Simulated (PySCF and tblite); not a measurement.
Results of a calculation; reference values are marked as such.
System: C₅H₁₁Br, numbered as in [CH3:1][CH:2]([CH3:3])[C@H:4]([CH3:5])[Br:6].

Motion: rotation about the C2–C4 bond (torsion C1–C2–C4–C5 from 62° to 184°, rising). GFN2-xTB gives an electronic barrier of 3.6 kcal/mol and a reaction energy of 0.2 kcal/mol.

Spin–orbit effects of heavy atoms on shieldings are missing.

**Question.** What does PBE0/pcSseg-1 + D3(BJ) give on GFN2-xTB geometries?

**Answer.** A barrier of 5.7 kcal/mol, 2.1 above the tight-binding barrier (from unrounded values), a reaction energy of 1.0 kcal/mol and, with GFN2-xTB thermal terms, ΔG‡(298 K) = 6.5 kcal/mol and k = 1×10⁸ s⁻¹ (1 equivalent path).

Programs: tblite and PySCF.
